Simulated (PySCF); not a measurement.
C₃H₆FNSi, SMILES F/C=C1/CN[SiH2]1.

Geometry: r2SCAN-D4/def2-SVP. The structure was generated by enumeration; whether it is a known compound was not checked.

These are SMD-B3LYP/def2-SVP run with PySCF values and carry that method's errors.

Solvation free energies are E(SMD) − E(gas) at the gas-phase geometry, for 1 M in both phases. In vacuum the dipole moment is 2.11 D.

```csv
solvent,ΔG(solv) (kcal/mol),its non-electrostatic (CDS) part,dipole (D)
water,0.3,3.9,2.75
diethylether,-2.6,-0.2,2.54
n-hexane,-1.7,-0.5,2.33
```
